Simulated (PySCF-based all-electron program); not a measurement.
## Forces on TiCl₄, singlet in several shapes

All-electron Kohn–Sham DFT on the free molecule, computed near the basis limit with an in-house program on PySCF integrals; Koelling–Harmon scalar relativity, no spin–orbit coupling, spin-restricted. Forces are good to about 0.009 eV/Å. Atoms are numbered as listed.

Shape A:

```xyz
5

Ti    0.0000    0.0000    0.0000
Cl    1.2529    1.2529    1.2529
Cl   -1.2529   -1.2529    1.2529
Cl   -1.2529    1.2529   -1.2529
Cl    1.2529   -1.2529   -1.2529
```

LDA forces:

```tsv
atom	Fx	Fy	Fz (eV/Å)
Ti1	0.000	0.000	-0.001
Cl2	-0.221	-0.221	-0.220
Cl3	0.221	0.220	-0.220
Cl4	0.221	-0.220	0.221
Cl5	-0.220	0.221	0.221
```

What forces does PBEsol give in shape A?

The forces move by 0.263 eV/Å (r.m.s. over the atoms) from LDA.

| atom | Fx | Fy | Fz (eV/Å) |
| --- | --- | --- | --- |
| Ti1 | 0.000 | 0.000 | 0.000 |
| Cl2 | -0.051 | -0.051 | -0.051 |
| Cl3 | 0.051 | 0.051 | -0.051 |
| Cl4 | 0.051 | -0.051 | 0.051 |
| Cl5 | -0.051 | 0.051 | 0.051 |

What forces does HSE06 give in shape A?

The forces move by 0.255 eV/Å (r.m.s. over the atoms) from LDA.

```json
{"atom": "Ti1", "Fx": "0.000", "Fy": "0.000", "Fz (eV/Å)": "0.000"}
{"atom": "Cl2", "Fx": "-0.056", "Fy": "-0.056", "Fz (eV/Å)": "-0.056"}
{"atom": "Cl3", "Fx": "0.056", "Fy": "0.056", "Fz (eV/Å)": "-0.056"}
{"atom": "Cl4", "Fx": "0.056", "Fy": "-0.056", "Fz (eV/Å)": "0.056"}
{"atom": "Cl5", "Fx": "-0.056", "Fy": "0.056", "Fz (eV/Å)": "0.056"}
```

Shape B:

```xyz
5

Ti    0.0000    0.0000    0.0000
Cl    1.1276    1.1276    1.1276
Cl   -1.2529   -1.2529    1.2529
Cl   -1.2529    1.2529   -1.2529
Cl    1.2529   -1.2529   -1.2529
```

Against shape A, Ti1–Cl2 goes from 2.170 to 1.953 Å.

LDA forces:

| atom | Fx | Fy | Fz (eV/Å) |
| --- | --- | --- | --- |
| Ti1 | -3.134 | -3.133 | -3.134 |
| Cl2 | 2.955 | 2.955 | 2.955 |
| Cl3 | 0.126 | 0.126 | -0.073 |
| Cl4 | 0.126 | -0.074 | 0.126 |
| Cl5 | -0.074 | 0.126 | 0.126 |

What forces does PBEsol give in shape B?

The forces move by 0.293 eV/Å (r.m.s. over the atoms) from LDA.

```tsv
atom	Fx	Fy	Fz (eV/Å)
Ti1	-3.186	-3.186	-3.186
Cl2	3.181	3.181	3.181
Cl3	-0.046	-0.046	0.098
Cl4	-0.046	0.098	-0.046
Cl5	0.098	-0.046	-0.046
```

What forces does HSE06 give in shape B?

The forces move by 0.369 eV/Å (r.m.s. over the atoms) from LDA.

```csv
atom,Fx,Fy,Fz (eV/Å)
Ti1,-3.255,-3.255,-3.255
Cl2,3.269,3.269,3.269
Cl3,-0.068,-0.068,0.122
Cl4,-0.068,0.122,-0.068
Cl5,0.122,-0.068,-0.068
```
